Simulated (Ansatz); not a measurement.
Mulliken charges of CH5ClO2Si (`OC(O)[SiH2]Cl`) from B3LYP/def2-TZVPP in Ansatz (PBE0-D4/def2-TZVP geometry).

```csv
atom,x (Å),y (Å),z (Å),charge (e)
O1,-0.229,-0.990,1.335,-0.323
C2,0.497,-0.361,0.313,0.134
O3,0.828,-1.241,-0.731,-0.332
Si4,-0.455,1.058,-0.532,0.436
Cl5,-0.852,2.510,0.863,-0.251
H6,-1.068,-1.294,0.973,0.187
H7,1.395,0.022,0.814,0.091
H8,1.387,-1.941,-0.377,0.182
H9,-1.748,0.519,-1.024,-0.065
H10,0.329,1.667,-1.630,-0.059
```

Problem. By hand: the dipole of these point charges (1 e Å = 4.8032 D).

Solution. Σ q r = (0.155, -0.211, -0.245) e Å, of length 0.359 e Å = 1.72 D.

Problem. How does the dipole of the full density compare? (Best estimate.)

Solution. Computed: (0.106, -0.291, -0.136) e Å, 1.62 D; the point charges give 1.06 times that, at 24° from its direction.

Point charges leave out the atoms' own dipoles, such as those of lone pairs, and Mulliken's split depends on the basis, so the two needn't agree.

B3LYP here is the variant with VWN-RPA as its local correlation; programs differ in this.
